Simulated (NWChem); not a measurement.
System: formate (CHO2 anion); SMILES O=C[O-]

Parts of the log:

```
             Northwest Computational Chemistry Package (NWChem) 7.3.0
             --------------------------------------------------------

                             Geometry "geometry" -> ""
                             -------------------------

 Output coordinates in angstroms (scale by  1.889725989 to convert to a.u.)

  No.       Tag          Charge          X              Y              Z
 ---- ---------------- ---------- -------------- -------------- --------------
    1 O                    8.0000     1.13601300     0.00000000    -0.20556300
    2 C                    6.0000     0.00000000     0.00000000     0.32191300
    3 O                    8.0000    -1.13601300     0.00000000    -0.20556300
    4 H                    1.0000     0.00000000     0.00000000     1.46657700

 Effective nuclear repulsion energy (a.u.)      62.4280501181

                                 NWChem DFT Module
                                 -----------------

 Summary of "ao basis" -> "ao basis" (spherical)
 ------------------------------------------------------------------------------
       Tag                 Description            Shells   Functions and Types
 ---------------- ------------------------------  ------  ---------------------
 O                         def2-svpd                 9       23   4s3p2d
 C                         def2-svpd                 8       20   4s2p2d
 H                         def2-svpd                 4        8   2s2p

 in cosmo_initialize ...
 calling solv_data for solv:toluene

 solvent parameters
 solvname_short: toluene
 solvname_long:  toluene
 dielec:        2.3741
 dielecinf:     2.2383
 nonaqueous SMD model solvent descriptors
 dielec:        2.3741
 sola:          0.0000
 solb:          0.1400
 solc:          0.8570
 solg:         40.2000
 solh:          0.0000
 soln:          1.4961

          ---------------
          -cosmo- solvent
          ---------------
 Cosmo: York-Karplus, doi: 10.1021/jp992097l
 dielectric constant -eps-     =   2.37
 screen = (eps-1)/(eps    )    =   0.57879
 surface charge correction     = lagrangian

   van der Waals surface
 --------------------------

[...]

                                COSMO-SMD solvation results
                                ---------------------------

             internal energy in gas <Psi(g)|H|Psi(g)> =      -189.085185287851
         internal energy in solvent <Psi(s)|H|Psi(s)> =      -189.084999360577
                               delta internal energy  =         0.000185927274 (    0.12 kcal/mol)
   total free energy in solvent <Psi(s)|H+V/2|Psi(s)> =      -189.139590218042
 polarization energy contribution <Psi(s)|V/2|Psi(s)> =        -0.054590857466 (  -34.26 kcal/mol)
    total free energy in solvent including G(SMD-CDS) =      -189.140751867141
                       G(SMD-CDS) energy contribution =        -0.001161649098 (   -0.73 kcal/mol)
     1 M fixed-concentration free energy of solvation =        -0.055566579290 (  -34.87 kcal/mol)

                       DFT Final Molecular Orbital Analysis
                       ------------------------------------

 Vector   10  Occ=2.000000D+00  E=-1.645042D-01
              MO Center=  1.2D-07, -6.1D-09, -1.8D-01, r^2= 2.0D+00
   Bfn.  Coefficient  Atom+Function         Bfn.  Coefficient  Atom+Function
  ----- ------------  ---------------      ----- ------------  ---------------
     6      0.449695  1 O  py                49     -0.449695  3 O  py
     9      0.312789  1 O  py                52     -0.312788  3 O  py
    12      0.121412  1 O  py                55     -0.121412  3 O  py
    34      0.048955  2 C  d -2

 Vector   11  Occ=2.000000D+00  E=-1.516366D-01
              MO Center= -2.6D-06, -2.3D-09, -1.1D-01, r^2= 2.1D+00
   Bfn.  Coefficient  Atom+Function         Bfn.  Coefficient  Atom+Function
  ----- ------------  ---------------      ----- ------------  ---------------
     7      0.357700  1 O  pz                50     -0.357702  3 O  pz
     5      0.287846  1 O  px                48      0.287846  3 O  px
    10      0.248437  1 O  pz                53     -0.248438  3 O  pz
     8      0.191937  1 O  px                51      0.191937  3 O  px
    13      0.107479  1 O  pz                56     -0.107480  3 O  pz

 Vector   12  Occ=2.000000D+00  E=-1.452525D-01
              MO Center=  2.6D-06, -6.0D-09,  7.2D-02, r^2= 2.3D+00
   Bfn.  Coefficient  Atom+Function         Bfn.  Coefficient  Atom+Function
  ----- ------------  ---------------      ----- ------------  ---------------
    27      0.593273  2 C  s                  7     -0.403006  1 O  pz
    50     -0.403005  3 O  pz                67      0.286554  4 H  s
    10     -0.272769  1 O  pz                53     -0.272768  3 O  pz
     4     -0.214745  1 O  s                 47     -0.214745  3 O  s
    13     -0.124983  1 O  pz                56     -0.124982  3 O  pz

 Vector   13  Occ=0.000000D+00  E= 1.064805D-01
              MO Center=  4.3D-07, -3.0D-07,  1.1D+00, r^2= 8.7D+00
   Bfn.  Coefficient  Atom+Function         Bfn.  Coefficient  Atom+Function
  ----- ------------  ---------------      ----- ------------  ---------------
    27     10.821540  2 C  s                  4     -4.324545  1 O  s
    47     -4.324544  3 O  s                 68     -3.630829  4 H  s
    26      1.734857  2 C  s                 11      1.374979  1 O  px
    54     -1.374978  3 O  px                74      0.851795  4 H  pz
    33      0.657056  2 C  pz                13     -0.598129  1 O  pz

[...]
```

Level: B3LYP/def2-SVPD, SMD on the gas-phase geometry. Coordinates come from a B3LYP/def2-SVPD optimisation. Solvent: toluene.

Task: Reconstruct the input file.

Result: Several could match; the one computed here: the input that was run:
```
start job
memory heap 200 mb stack 900 mb global 1100 mb
charge -1
geometry units angstroms noautosym nocenter noautoz
  O      1.136013     0.000000    -0.205563
  C      0.000000     0.000000     0.321913
  O     -1.136013     0.000000    -0.205563
  H      0.000000     0.000000     1.466577
end
basis spherical
  * library def2-svpd
end
dft
  xc b3lyp
  iterations 150
end
cosmo
  do_cosmo_smd true
  solvent toluene
end
task dft energy
```
